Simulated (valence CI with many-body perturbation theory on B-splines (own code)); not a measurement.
# Pb⁵⁰⁺ in three bases

Computed by configuration interaction combined with many-body perturbation theory (CI+MBPT): four valence electrons over a frozen Dirac-Fock core [Ar] 3d10, a basis of 9 s, 9 p, 8 d, 6 f, 3 g, 1 h functions for each j, with the one-electron correlation potential Σ1, the two-electron term Σ2, the three-electron term Σ3, Breit, model QED; selected CI, second order for the rest, scaled by the run's own slope (own B-spline code, finite nucleus).

No measured spectrum was set against this ion. As an estimate, large intervals hold to a few tenths of a per cent, small ones and those within an open d or f shell to about a per cent.

The reference run has the lowest level (4s^2 4p1/2^2) J=0 and an ionisation energy of 2967.04 eV. Its largest variational space holds 19999 state functions.

Levels are named by their leading jj configuration (3d3/2^4 stands for four electrons in 3d with j = 3/2), which in mixed levels can hold well under half, so a name can repeat and another be missing. Letters in brackets count levels of one name in rising energy.

Changed runs:
A. basis 6 s, 6 p, 5 d, 3 f, 1 g
B. basis 5 s, 5 p, 4 d, 2 f

Excitation energies of the reference run in cm⁻¹, and shifts in cm⁻¹:

```tsv
Level	Reference	A	B
(4s^2 4p1/2 4p3/2) J=1	1304520	-140	-486
(4s^2 4p1/2 4p3/2) J=2	1344580	-23	-12
(4s 4p1/2^2 4p3/2) J=2	2251690	-149	-454
(4s 4p1/2^2 4p3/2) J=1	2388620	-7.8	+127
(4s^2 4p3/2^2) J=2	2679710	-132	-366
(4s^2 4p3/2^2) J=0	2766010	-0.4	+141
(4s^2 4p1/2 4d3/2) J=2	2768970	-18	+242
(4s^2 4p1/2 4d3/2) J=1	2943990	+273	+1538
(4s^2 4p1/2 4d5/2) J=2	3135410	-13	+321
(4s^2 4p1/2 4d5/2) J=3	3144760	+118	+905
(4s 4p1/2 4p3/2^2) J=2 [a]	3529240	-247	-735
(4s 4p1/2 4p3/2^2) J=3	3608760	-122	-260
Ionisation energy (eV)	2967.04	-0.044	-0.15
```
